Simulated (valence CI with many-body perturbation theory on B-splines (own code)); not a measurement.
# E1 transitions of Ho54+

Level of theory: configuration interaction combined with many-body perturbation theory (CI+MBPT): three valence electrons over a frozen Dirac-Fock core [Ne], a basis of 11 s, 11 p, 10 d, 8 f, 5 g, 2 h functions for each j, with the one-electron correlation potential Σ1, the two-electron term Σ2, the three-electron term Σ3, Breit, model QED; selected CI, second order for the rest, scaled by the run's own slope (own B-spline code, finite nucleus).

The last digits are not significant, and no measured levels were compared; by estimate large intervals hold to a few tenths of a per cent, small ones and those within an open d or f shell to about a per cent.

Lines 151 to 200 of 588 in falling wavelength, among levels below 2569.7 eV, chosen from the strongest by gf and those to the six lowest levels. Wavelengths and rates use the calculated energies. Electric multipoles are in the length gauge, E1 and E2 with the static RPA response of the core. Weak lines are less certain than strong ones. Lines between different terms over intervals too small for the method are left out, as are lines whose strength nearly cancels. The highest levels of a list are the least certain.

Levels are named by their leading jj configuration (3d3/2^4 stands for four electrons in 3d with j = 3/2), which in mixed levels can hold well under half, so a name can repeat and another be missing. Letters in brackets count levels of one name in rising energy.

```
λ vac (nm)                          Upper                          Lower   A (s⁻¹)  S (a.u.) with core polarisation  S without
     5.007             (3s 3d5/2^2) J=1/2     (3s 3p3/2 3d5/2) J=3/2 [b]  2.38e+11                         2.96e-02   3.00e-02
     5.002          (3p3/2 3d5/2^2) J=1/2          (3p3/2^2 3d5/2) J=1/2  3.66e+11                         4.52e-02   4.59e-02
     5.001  (3p3/2 3d3/2 3d5/2) J=1/2 [b]      (3p3/2^2 3d3/2) J=3/2 [b]  2.51e+11                         3.10e-02   3.14e-02
     5.000  (3p1/2 3d3/2 3d5/2) J=7/2 [b]  (3p1/2 3p3/2 3d3/2) J=5/2 [b]  1.73e+11                         8.55e-02   8.68e-02
     4.997      (3p1/2 3d3/2 3d5/2) J=1/2  (3p1/2 3p3/2 3d3/2) J=1/2 [a]  1.68e+11                         2.07e-02   2.10e-02
     4.993  (3p3/2 3d3/2 3d5/2) J=3/2 [b]          (3p3/2^2 3d3/2) J=1/2  1.15e+11                         2.82e-02   2.87e-02
     4.993  (3p1/2 3p3/2 3d5/2) J=3/2 [b]          (3p1/2 3p3/2^2) J=1/2  1.20e+11                         2.94e-02   2.98e-02
     4.992  (3p1/2 3d3/2 3d5/2) J=3/2 [a]  (3p1/2 3p3/2 3d3/2) J=3/2 [a]  1.09e+11                         2.68e-02   2.72e-02
     4.990          (3p3/2^2 3d5/2) J=3/2                (3p3/2^3) J=3/2  3.23e+11                         7.91e-02   8.03e-02
     4.989      (3p3/2 3d5/2^2) J=3/2 [a]      (3p3/2^2 3d5/2) J=5/2 [a]  2.27e+11                         5.56e-02   5.64e-02
     4.981  (3p1/2 3d3/2 3d5/2) J=5/2 [a]  (3p1/2 3p3/2 3d3/2) J=5/2 [a]  7.34e+10                         2.69e-02   2.73e-02
     4.973      (3p3/2 3d5/2^2) J=5/2 [b]      (3p3/2^2 3d5/2) J=5/2 [a]  1.95e+11                         7.09e-02   7.19e-02
     4.973         (3s 3p1/2 3d5/2) J=7/2         (3s 3p1/2 3p3/2) J=5/2  1.14e+11                         5.51e-02   5.59e-02
     4.972      (3d3/2 3d5/2^2) J=3/2 [a]  (3p3/2 3d3/2 3d5/2) J=5/2 [b]  1.12e+11                         2.72e-02   2.76e-02
     4.972  (3p3/2 3d3/2 3d5/2) J=5/2 [c]          (3p3/2^2 3d3/2) J=5/2  1.51e+11                         5.48e-02   5.56e-02
     4.971          (3d3/2^2 3d5/2) J=3/2      (3p3/2 3d3/2^2) J=3/2 [a]  1.14e+11                         2.77e-02   2.81e-02
     4.970             (3s^2 3d5/2) J=5/2             (3s^2 3p3/2) J=3/2  1.76e+11                         6.39e-02   6.48e-02
     4.969  (3p1/2 3d3/2 3d5/2) J=3/2 [b]  (3p1/2 3p3/2 3d3/2) J=1/2 [b]  9.17e+10                         2.22e-02   2.25e-02
     4.968      (3d3/2 3d5/2^2) J=3/2 [a]  (3p3/2 3d3/2 3d5/2) J=3/2 [a]  1.61e+11                         3.90e-02   3.96e-02
     4.957      (3p3/2 3d5/2^2) J=3/2 [b]      (3p3/2^2 3d5/2) J=5/2 [b]  1.87e+11                         4.50e-02   4.57e-02
     4.956      (3d3/2 3d5/2^2) J=3/2 [b]  (3p3/2 3d3/2 3d5/2) J=5/2 [d]  2.08e+11                         5.01e-02   5.08e-02
     4.954          (3p1/2^2 3d5/2) J=5/2          (3p1/2^2 3p3/2) J=3/2  8.78e+10                         3.16e-02   3.21e-02
     4.948      (3p3/2^2 3d5/2) J=5/2 [b]                (3p3/2^3) J=3/2  4.32e+11                         1.55e-01   1.57e-01
     4.942             (3s 3d5/2^2) J=5/2     (3s 3p3/2 3d5/2) J=3/2 [a]  4.38e+10                         1.56e-02   1.59e-02
     4.941  (3p1/2 3p3/2 3d5/2) J=5/2 [b]          (3p1/2 3p3/2^2) J=3/2  3.32e+11                         1.18e-01   1.20e-01
     4.938          (3p1/2 3d5/2^2) J=5/2             (3s 3d3/2^2) J=5/2  5.64e+10                         2.01e-02   2.04e-02
     4.931     (3s 3p3/2 3d5/2) J=5/2 [b]             (3s 3p3/2^2) J=3/2  3.62e+11                         1.29e-01   1.31e-01
     4.919      (3d3/2 3d5/2^2) J=7/2 [a]  (3p3/2 3d3/2 3d5/2) J=7/2 [a]  1.03e+11                         4.84e-02   4.91e-02
     4.918  (3p1/2 3p3/2 3d5/2) J=7/2 [b]          (3p1/2 3p3/2^2) J=5/2  2.33e+11                         1.09e-01   1.11e-01
     4.916      (3p3/2 3d5/2^2) J=3/2 [b]          (3p3/2^2 3d5/2) J=3/2  4.44e+11                         1.04e-01   1.06e-01
     4.902             (3s 3d5/2^2) J=5/2     (3s 3p3/2 3d5/2) J=7/2 [a]  5.38e+10                         1.88e-02   1.90e-02
     4.898     (3s 3p3/2 3d5/2) J=7/2 [a]             (3s 3p3/2^2) J=5/2  1.83e+11                         8.51e-02   8.63e-02
     4.895          (3p1/2 3d5/2^2) J=9/2      (3p1/2 3p3/2 3d5/2) J=9/2  5.60e+10                         3.24e-02   3.29e-02
     4.890     (3s 3p1/2 3d5/2) J=5/2 [a]     (3s 3p1/2 3p3/2) J=3/2 [a]  1.77e+11                         6.12e-02   6.21e-02
     4.887          (3p1/2 3d5/2^2) J=1/2  (3p1/2 3p3/2 3d5/2) J=3/2 [b]  2.96e+11                         3.41e-02   3.46e-02
     4.883     (3s 3d3/2 3d5/2) J=5/2 [a]     (3s 3p3/2 3d3/2) J=3/2 [a]  1.67e+11                         5.76e-02   5.84e-02
     4.870          (3d3/2 3d5/2^2) J=1/2  (3p3/2 3d3/2 3d5/2) J=1/2 [a]  1.44e+11                         1.64e-02   1.67e-02
     4.864  (3p1/2 3p3/2 3d5/2) J=5/2 [b]          (3p1/2 3p3/2^2) J=5/2  4.15e+10                         1.41e-02   1.43e-02
     4.859     (3s 3p3/2 3d5/2) J=3/2 [b]             (3s 3p3/2^2) J=1/2  1.74e+11                         3.94e-02   4.00e-02
     4.846  (3p3/2 3d3/2 3d5/2) J=5/2 [c]      (3p3/2^2 3d3/2) J=3/2 [a]  1.20e+11                         4.03e-02   4.09e-02
     4.833          (3p1/2 3d5/2^2) J=3/2  (3p1/2 3p3/2 3d5/2) J=3/2 [a]  1.79e+11                         3.99e-02   4.05e-02
     4.832          (3p1/2 3d5/2^2) J=5/2  (3p1/2 3p3/2 3d5/2) J=5/2 [a]  1.19e+11                         3.97e-02   4.02e-02
     4.825         (3d3/2 3d5/2^2) J=11/2     (3p3/2 3d3/2 3d5/2) J=11/2  5.80e+10                         3.86e-02   3.91e-02
     4.823     (3s 3d3/2 3d5/2) J=3/2 [a]     (3s 3p3/2 3d3/2) J=1/2 [a]  1.61e+11                         3.57e-02   3.62e-02
     4.820      (3d3/2 3d5/2^2) J=5/2 [a]  (3p3/2 3d3/2 3d5/2) J=5/2 [a]  4.74e+10                         1.57e-02   1.59e-02
     4.807          (3p1/2 3d5/2^2) J=7/2  (3p1/2 3p3/2 3d5/2) J=7/2 [a]  6.18e+10                         2.71e-02   2.75e-02
     4.806  (3p3/2 3d3/2 3d5/2) J=3/2 [b]      (3p3/2^2 3d3/2) J=3/2 [a]  1.55e+11                         3.39e-02   3.44e-02
     4.806         (3s 3d3/2 3d5/2) J=9/2         (3s 3p3/2 3d3/2) J=7/2  2.40e+11                         1.32e-01   1.34e-01
     4.802      (3d3/2 3d5/2^2) J=7/2 [b]  (3p3/2 3d3/2 3d5/2) J=7/2 [b]  1.37e+11                         5.98e-02   6.07e-02
     4.799  (3p3/2 3d3/2 3d5/2) J=3/2 [c]          (3p3/2^2 3d3/2) J=1/2  1.84e+11                         4.01e-02   4.07e-02
```
